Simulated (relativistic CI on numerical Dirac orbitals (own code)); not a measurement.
## What each ingredient does to the levels of Ta⁶¹⁺

Base calculation: Dirac-Coulomb-Breit CI, separate exchange-only KLI orbitals for each configuration, a model potential for QED, unscaled Slater integrals.

Configurations in the expansion (outside the closed core [Ne]): 3s2, 3s 3p, 3p2, 3s 3d, 3d2, 3p 3d, 3p 4s, 3d 4s, 3s 4s, 3s 4p, 3s 4d, 3s 4f, 3s 5s, 3s 5p, 3s 5d, 4s2. Levels of other configurations are missing.

The lowest level and the first level of each name with at least 55 % of one term (blank where a level has no safe partner in the second run):

```tsv
Level	Base (eV)	Shift (eV)
3s2 1S_0	0.00	0.00
3s 3p 3P°_0	136.31	+0.15
3s 3p 3P°_1	151.84	+0.94
3p2 3P_0	326.57	+1.02
3s 3p 3P°_2	482.21	+0.29
3s 3p 1P°_1	519.47	+2.73
3p2 1D_2	656.34	+12.14
3p2 3P_1	658.35	+0.31
3s 3d 3D_1	693.09	
3s 3d 3D_2	705.77	
3s 3d 3D_3	771.27	
3s 3d 1D_2	788.78	
3p 3d 3F°_2	840.13	
3p2 3P_2	1011.78	-1.31
```

At this charge energies of transitions that change n are usually good to better than 1 %, and those within a shell (Δn = 0) to a few per cent.

One thing was changed in a second run, which moved the levels as shown. Which?
A. Breit term removed
B. non-relativistic limit
C. QED terms removed
D. only the first 3 configurations
E. valence Slater integrals scaled by 0.9

D. Only the first 3 configurations. With fewer configurations the levels that remain lose their mixing partners.

LS names give the leading component of a level, which can be under half, so a name can repeat, a term be missing and a line seem to break the LS rules.
